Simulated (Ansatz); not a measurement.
Ideal-gas functions of F2GeH2Se2 (`[F][Ge]([F])([SeH])[SeH]`) at 600 K and 1 bar, from an Ansatz frequency run at PBE0-D4/def2-TZVP.

Molar mass 270.54 g/mol, point group C1 (symmetry number 1), electronic degeneracy 1, moments of inertia 269.506, 688.34, 817.428 u Å². Harmonic wavenumbers (cm⁻¹, unscaled): 74, 108, 138, 154, 172, 194, 230, 286, 351, 653, 677, 713, 722, 2440, 2444.

Use S(trans) = R[1.5 ln M + 2.5 ln T − 1.1517]; rotational temperatures θ = 24.2544 K / I; S(rot) = R[ln(√π/σ · √(T³/θAθBθC)) + 1.5]; for each mode x = 1.438777 ν̃/T, S = R[x/(eˣ − 1) − ln(1 − e⁻ˣ)] and H = RT x/(eˣ − 1); 1 cm⁻¹ = 0.0119627 kJ/mol; R = 8.31446 J/(mol·K).

Task: By hand: the entropy, in J/(mol·K).

Result: Translation 193.2. Rotation: θ = 0.09, 0.0352, 0.0297 K, giving 135.6. Vibration, mode by mode: 22.70, 19.57, 17.55, 16.64, 15.74, 14.75, 13.37, 11.61, 9.99, 5.39, 5.14, 4.80, 4.72, 0.16, 0.16, in all 162.3. Electronic 0.0. Sum 491.1 J/(mol·K).

Task: By hand: H − E and G − E in kJ/mol, counted from the electronic energy.

Result: Zero-point energy ½ × 9356 × 0.0119627 = 56.0; thermal vibration 43.6; translation, rotation and pV give 4 RT = 20.0. H − E = 119.6 kJ/mol, and G − E = 119.6 − 600 × 491.1/1000 = -175.1 kJ/mol.

Vibration gives 33 % of the entropy, 59.8 J/(mol·K) of it from the modes under 150 cm⁻¹: soft modes count most, and the harmonic formula is weakest for them. The sum counts one conformer and one mirror image; others add a mixing term.
